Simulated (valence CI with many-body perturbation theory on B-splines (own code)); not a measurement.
Tb15+: one-electron terms

Level of theory: relativistic CI+MBPT: four valence electrons over a frozen Dirac-Fock core [Kr] 4d10, radial functions for each j: 8 s, 8 p, 9 d, 9 f, 6 g, 3 h, 2 i, with the one-electron correlation potential Σ1, the two-electron term Σ2, the three-electron term Σ3, Breit, model QED; selected CI, second order for the rest, scaled by the run's own slope (own B-spline code, finite nucleus).

No measured levels were compared; by estimate terms of the open shell hold to a few per cent of their energy, and close levels can change places; configurations with another count of f electrons can be misplaced by thousands of cm⁻¹. Core correlation moves these levels by up to 49000 cm⁻¹, and in measured spectra 5 to 20 % of such shifts remained as error; rates that hang on mixing are uncertain with them.

These are the spectroscopic orbitals of the CI (the correlating ones are not listed), shaped by the core and the other valence electrons. h is the expectation value of the core's Dirac-Fock operator, without the valence repulsion; Σ1 is computed up to l = 3 at one energy for each symmetry, that of its lowest orbital but kept below the first core excitation, so for empty shells it is not the orbital's own correlation shift; Breit and QED include the response of the core.

```
Orbital  h (hartree)  Σ1 (cm⁻¹)  Breit (cm⁻¹)  QED (cm⁻¹)  ⟨r⟩ (bohr)
  5s1/2      -14.275     -18425          1289        1149       1.083
  6s1/2       -8.525      -5339           544         479       1.837
  7s1/2      -5.7093      -2517           296         262       2.755
  5p1/2      -13.153     -17306          1946       -15.7       1.137
  6p1/2      -7.9854      -5335           864        -7.1       1.920
  7p1/2      -5.4058      -2576           481        -3.9       2.872
  5p3/2      -12.732     -16010          1105        86.5       1.178
  6p3/2      -7.7887      -5110           499        38.7       1.971
  7p3/2      -5.2967      -2502           303        21.8       2.933
  5d3/2        -10.9     -11800           536       -62.6       1.302
  6d3/2      -6.9011      -4604           284       -32.2       2.142
  7d3/2      -4.7868      -2384           166       -18.7       3.171
  5d5/2      -10.818     -11358           280       -30.2       1.314
  6d5/2      -6.8605      -4469           149       -15.6       2.156
  7d5/2      -4.7636      -2322          89.4        -9.0       3.187
  4f5/2      -15.467     -26747          -422        -209      0.6350
  5f5/2      -8.7036      -7900         -35.8       -46.7       1.501
  4f7/2      -15.418     -26278          -969        -169      0.6388
  5f7/2       -8.687      -7853          -166       -36.2       1.504
  5g7/2      -7.2168                    -27.7        -3.3       1.641
  5g9/2      -7.2167                    -40.7        -1.9       1.641
```

Among the shells of the start configuration 4f4, Σ1 is largest in size for 4f5/2, where it is 0.79 % of h.

Lowest root of each symmetry, sizes in configuration state functions:

| J | Parity | Roots | Reference | Variational | Second order | Change by selected CI (cm⁻¹) | Change by second order (cm⁻¹) |
| --- | --- | --- | --- | --- | --- | --- | --- |
| 0 | even | 3 | 27 | 9433 | 94520 | -7924 | -11 |
| 1 | even | 4 | 50 | 22076 | 113800 | -6785 | -7 |
| 2 | even | 10 | 89 | 25921 | 366249 | -6882 | -29 |
| 3 | even | 8 | 86 | 23400 | 311532 | -6780 | -60 |
| 4 | even | 10 | 96 | 24779 | 247733 | -5556 | -58 |
| 5 | even | 7 | 72 | 23807 | 223005 | -5498 | -63 |
| 6 | even | 7 | 60 | 24173 | 196658 | -5493 | -50 |
| 7 | even | 5 | 33 | 23718 | 145156 | -5534 | -30 |
| 8 | even | 6 | 22 | 24836 | 181627 | -5604 | -11 |
| 9 | even | 2 | 7 | 17986 | 84826 | -6433 | -10 |
| 10 | even | 2 | 3 | 13203 | 50823 | -6447 | -7 |
| 1 | odd | 2 | 26 | 24461 | 410040 | -9226 | -25 |
| 2 | odd | 2 | 36 | 30974 | 529603 | -9231 | -36 |
| 3 | odd | 2 | 38 | 31480 | 800619 | -9157 | -61 |
| 4 | odd | 2 | 37 | 31136 | 779073 | -8373 | -34 |
| 5 | odd | 3 | 32 | 31181 | 835218 | -8458 | -46 |
| 6 | odd | 3 | 22 | 30853 | 1000622 | -8443 | -53 |
| 7 | odd | 2 | 13 | 31045 | 636604 | -8470 | -31 |
| 8 | odd | 2 | 6 | 24955 | 415777 | -8511 | -22 |
